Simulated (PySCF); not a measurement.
CH₂NO (SMILES [NH]C=O), doublet, at a GFN2-xTB geometry, atoms displaced at random by about 0.1 Å a coordinate; PySCF with PBE0/STO-3G.

The PySCF input:
```python
from pyscf import gto, scf, dft
from pyscf.geomopt import geometric_solver

mol = gto.Mole()
mol.atom = '''
    N     0.810821   -0.653481   -0.076060
    C    -0.383351   -0.240265    0.010020
    O    -0.490044    0.882643    0.062799
    H     1.589787   -0.239820   -0.110561
    H    -1.073939   -1.248143    0.348512
'''
mol.basis = 'sto-3g'
mol.charge = 0
mol.spin = 1
mol.verbose = 3
mol.build()

def method(m):
    mf = dft.UKS(m)
    mf.xc = 'pbe0'
    return mf

conv, mol_eq = geometric_solver.kernel(method(mol), maxsteps=100)
print('optimisation converged:', conv)
print(mol_eq.tostring(format='xyz'))
mf = method(mol_eq)
mf.kernel()
```

Output, abridged:

```
Custom engine selected.
Bonds will be generated from interatomic distances less than 1.20 times sum of covalent radii
15 internal coordinates being used (instead of 15 Cartesians)
Internal coordinate system (atoms numbered from 1):
Distance 1-2
Distance 1-4
Distance 2-3
Distance 2-5
Angle 2-1-4
Angle 1-2-5
Angle 3-2-5
Out-of-Plane 2-1-3-5
Dihedral 4-1-2-3
Dihedral 4-1-2-5
Translation-X 1-5
Translation-Y 1-5
Translation-Z 1-5
Rotation-A 1-5
Rotation-B 1-5
Rotation-C 1-5
<class 'geometric.internal.Distance'> : 4
<class 'geometric.internal.Angle'> : 3
<class 'geometric.internal.OutOfPlane'> : 1
<class 'geometric.internal.Dihedral'> : 2
<class 'geometric.internal.TranslationX'> : 1
<class 'geometric.internal.TranslationY'> : 1
<class 'geometric.internal.TranslationZ'> : 1
<class 'geometric.internal.RotationA'> : 1
<class 'geometric.internal.RotationB'> : 1
<class 'geometric.internal.RotationC'> : 1
> ===== Optimization Info: ====
> Job type: Energy minimization
> Maximum number of optimization cycles: 100
> Initial / maximum trust radius (Angstrom): 0.100 / 0.300
> Convergence Criteria:
> Will converge when all 5 criteria are reached:
>  |Delta-E| < 1.00e-06
>  RMS-Grad  < 3.00e-04
>  Max-Grad  < 4.50e-04
>  RMS-Disp  < 1.20e-03
>  Max-Disp  < 1.80e-03
> === End Optimization Info ===

Geometry optimization cycle 1
Cartesian coordinates (Angstrom)
 Atom        New coordinates             dX        dY        dZ
   N   0.810821  -0.653481  -0.076060    0.000000  0.000000  0.000000
   C  -0.383351  -0.240265   0.010020    0.000000  0.000000  0.000000
   O  -0.490044   0.882643   0.062799    0.000000  0.000000  0.000000
   H   1.589787  -0.239820  -0.110561    0.000000  0.000000  0.000000
   H  -1.073939  -1.248143   0.348512    0.000000  0.000000  0.000000

WARN: Mole.unit (angstrom) is changed to Bohr

converged SCF energy = -166.636245043009  <S^2> = 0.75533384  2S+1 = 2.0053267
--------------- UKS_Scanner gradients ---------------
         x                y                z
0 N     0.0596678027     0.2008997257     0.0045464004
1 C     0.0906964248     0.3543759019    -0.0388758782
2 O     0.0774628784    -0.3590671590    -0.0118138266
3 H    -0.2175285923    -0.1280441807     0.0175871422
4 H    -0.0103096236    -0.0681522765     0.0285312703
----------------------------------------------
cycle 1: E = -166.636245043  dE = -166.636  norm(grad) = 0.619612
Step    0 : Gradient = 2.771e-01/3.679e-01 (rms/max) Energy = -166.6362450430
Hessian Eigenvalues: 2.30000e-02 3.28006e-02 5.00000e-02 ... 7.60835e-01 7.73919e-01 1.50260e+00

Geometry optimization cycle 2
Cartesian coordinates (Angstrom)
 Atom        New coordinates             dX        dY        dZ
   N   0.843065  -0.714241  -0.074895    0.032244 -0.060760  0.001165
   C  -0.385304  -0.235960   0.034231   -0.001953  0.004305  0.024211
   O  -0.635414   0.948156   0.070520   -0.145370  0.065513  0.007721
   H   1.702952  -0.279328  -0.128127    0.113165 -0.039508 -0.017566
   H  -1.071992  -1.217729   0.333052    0.001947  0.030414 -0.015460
SCF not converged.
SCF energy = -166.720825042965 after 50 cycles  <S^2> = 0.76113837  2S+1 = 2.0111075
--------------- UKS_Scanner gradients ---------------
         x                y                z
0 N     0.0251748367     0.0768020538     0.0176113949
1 C     0.0417420659     0.1532414481    -0.0530619486
2 O     0.0311474301    -0.1129735524     0.0094351767
3 H    -0.0865737727    -0.0588020719     0.0027473806
4 H    -0.0114445640    -0.0582397151     0.0232931058
----------------------------------------------
cycle 2: E = -166.720825043  dE = -0.08458  norm(grad) = 0.252451
Traceback (most recent call last):
  File "input.py", line 23, in <module>
RuntimeError: Nuclear gradients of <pyscf.scf.hf.UKS_Scanner object> not converged
```

The run crashed.
